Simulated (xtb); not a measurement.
CaCl, SMILES [Cl][Ca+], charge +1. All values are semi-empirical tight-binding results from xtb (GFN2-xTB unless named), good for trends rather than for accurate numbers. The structure is a stationary point at GFN2-xTB. The spin state was assumed, not searched.

Optimised geometry:

Bonded distances (Å): Ca1–Cl2 2.312.
Charge +1, spin multiplicity 1.

For metal compounds this method's bond lengths and energies can be far off.

The point group as xtb finds it is C∞v. The orbital gap is 1.80 eV.

Computed atomic charges and the Wiberg bond orders between heavy atoms:
charges (e) Ca1 0.79, Cl2 0.21. Bond orders Ca1–Cl2 1.71.
